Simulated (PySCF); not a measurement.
C2H3F3Sn. Atoms are numbered in the order given.

```xyz
9

C      0.0003    -2.7546     0.0000
C      0.8623    -1.7321     0.0000
Sn     0.0475     0.2166     0.0000
F     -1.8702     0.0136     0.0000
F      0.4477     1.3460    -1.5055
F      0.4477     1.3460     1.5055
H     -1.0854    -2.6052     0.0000
H      0.3583    -3.7918     0.0000
H      1.9492    -1.8655     0.0000
```

The structure is a stationary point at r2SCAN-D4/def2-SVP. The structure was generated by enumeration; whether it is a known compound was not checked. The def2 effective core potentials stand for the cores of Sn; spin–orbit coupling is left out. One conformer was computed; it need not be the lowest.

Computed with B3LYP/def2-TZVP run with PySCF.

Gas-phase values at a fixed geometry.

Computed frontier levels, gap, dipole moment and polarisability:
The highest occupied level comes out as -9.22 eV, the lowest empty level comes out as -2.49 eV and the orbital gap comes out as 6.73 eV. The dipole moment is 1.054 e·Å and the quadrupole, principal values (traceless, Buckingham form, about the centre of nuclear charge) is -7.48, -1.27, 8.75 D·Å. The mean static polarisability is 56.5 bohr³ (8.37 Å³). The polarisability, principal values is 43.4, 51.1, 74.8 bohr³.
